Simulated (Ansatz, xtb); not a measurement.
Two isomers of ClH3NOSi

Structure a is `N[Si](O)Cl`, a doublet and structure b is `[NH][Si@H](O)Cl`, a doublet. Both are isolated molecules in the gas phase, relaxed with B3LYP/6-31G*; the shapes shown needn't be the lowest conformers.

a (Å):

```yaml
atoms:
  - { symbol: Cl, position_ang: [-1.5784, -1.4869, 0.1327] }
  - { symbol: N, position_ang: [0.2467, 0.9230, -0.1934] }
  - { symbol: O, position_ang: [0.9108, -0.7378, 1.9084] }
  - { symbol: Si, position_ang: [0.3781, -0.7274, 0.3361] }
  - { symbol: H, position_ang: [-0.3246, 1.1239, -1.0081] }
  - { symbol: H, position_ang: [1.0893, 1.4901, -0.1976] }
  - { symbol: H, position_ang: [0.5072, -0.0699, 2.4881] }
```

b (Å):

```xyz
7

Cl   -0.9844    0.2551   -1.7944
N     0.8619    0.8605    0.5172
O     0.2058   -1.8129    0.1928
Si   -0.4047   -0.2878    0.1315
H     1.0955   -1.9364   -0.1710
H    -1.6079   -0.2998    0.9855
H     0.5377    1.7895    0.8109
```

Quicker runs give these differences E(b) − E(a): GFN2-xTB +13.8 kcal/mol; HF/STO-3G +6.1 kcal/mol (at GFN2-xTB geometries); r2SCAN-D4/def2-SVP +21.9 kcal/mol (at GFN2-xTB geometries).

Q: Estimate E(b) − E(a) at the level CCSD(T)/def2-SVP + ΔMP2/def2-TZVPP.

A: Calculated at CCSD(T)/def2-SVP + ΔMP2/def2-TZVPP: E(b) − E(a) = +19.4 kcal/mol, so structure a lies lower.

Level by level:

```csv
level,geometry,E(b) − E(a) (kcal/mol),departure from the last row (kcal/mol),"job, with rough time for the two"
GFN2-xTB,GFN2-xTB,+13.8,−5.5,"optimisation, 0.29 s"
HF/STO-3G,GFN2-xTB,+6.1,−13.3,"single point, 0.44 s"
r2SCAN-D4/def2-SVP,GFN2-xTB,+21.9,+2.6,"single point, 6.8 s"
B3LYP/6-31G*,B3LYP/6-31G*,+17.5,−1.9,"optimisation, 93 s"
HF/def2-SVP,B3LYP/6-31G*,+8.0,−11.3,part of the CCSD(T) run
MP2/def2-SVP,B3LYP/6-31G*,+22.1,+2.7,part of the CCSD(T) run
CCSD(T)/def2-SVP,B3LYP/6-31G*,+17.6,−1.8,single point
CCSD(T)/def2-SVP + ΔMP2/def2-TZVPP,B3LYP/6-31G*,+19.4,,"single point, 41 s"
```

As drawn, b has 1 Si–H in place of 1 N–H.

None of the levels shown reverses the order. The largest departure from CCSD(T)/def2-SVP + ΔMP2/def2-TZVPP is that of HF/STO-3G, 13.3 kcal/mol. The last row adds to CCSD(T) the change of the MP2 difference between the two basis sets, here +1.8 kcal/mol.

With harmonic frequencies from B3LYP/6-31G* (ideal gas, rigid rotor, one conformer each, 600 K, 1 atm): the zero-point term adds −2.5 kcal/mol; ΔH is +16.9 and ΔG +17.0 kcal/mol.

Open shells are spin-unrestricted. The correlated steps freeze 12 core orbitals. Programs: Ansatz 0.2.0, xtb 6.7.1; the last row on 1 thread of Arm Neoverse V2 on a shared host.
